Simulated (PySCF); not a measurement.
Constitutional and geometric isomers with formula CH4OSi. Isolated molecules, 0 K electronic values unless said otherwise. One relaxed conformer stands for each flexible species; it need not be the lowest. Strings in code marks are SMILES. All members: neutral, multiplicity 1. Level: PBE-D3(BJ)/def2-TZVP // B3LYP-D3(BJ)/def2-TZVP (PySCF). Delta-SCF ions had no search for a lower state.  The removal energy is E(N − 1 electrons) − E(N electrons) at the parent's geometry; ε(HOMO) is measured against the vacuum level.

```
species                              −ε(HOMO) (eV)  vertical ionisation energy (Delta-SCF) (eV)
-----------------------------------  -------------  -------------------------------------------
`OC=[SiH2]` (H–O–C–Si torsion 164°)           4.73                                         7.84
`C=[SiH]O` (C–Si–O–H torsion 0°)              5.16                                         8.40
`O=C[SiH3]`                                   5.68                                     withheld
`C[SiH]=O`                                    6.37                                        10.09
`C1O[SiH2]1`                                  6.46                                        10.02
```

Task: Fit vertical ionisation energy (Delta-SCF) = a + b·x to the 4 complete rows by least squares, with x = −ε(HOMO) in eV. Give a, b and the rms residual, and predict the withheld value.

Result: Means of the 4 rows: x̄ = 5.68, ȳ = 9.0875 eV. Σ(x − x̄)² = 2.2574 and Σ(x − x̄)(y − ȳ) = 2.9617, so b = 1.312 and a = ȳ − b·x̄ = 1.635 eV. The rms residual is 0.067 eV. At x = 5.68 the line gives 9.09 eV. The run for `O=C[SiH3]` gave 9.39 eV, so the line is off by 0.30 eV, more than twice the rms residual.

Codes: PySCF.
